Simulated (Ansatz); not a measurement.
Species: H₂InS₂, SMILES `[SH][In][SH]` (H–S–In–S torsion -1°, S–In–S–H torsion 180°) (charge 0, multiplicity 2).

Task: Give a relaxed geometry from B3LYP-D3(BJ)/def2-TZVP in Ansatz (a program for electronic structure).

Result: This is not unique; one that fits is the end point of this relaxation, one of several conformers (outside a Z-matrix the atoms follow the SMILES, hydrogens last).
Bonds (Å): S1–In2 2.467, S1–H4 1.346, In2–S3 2.471, S3–H5 1.344. Angles (°): In2–S1–H4 91.1, S1–In2–S3 115.4, In2–S3–H5 94.1.
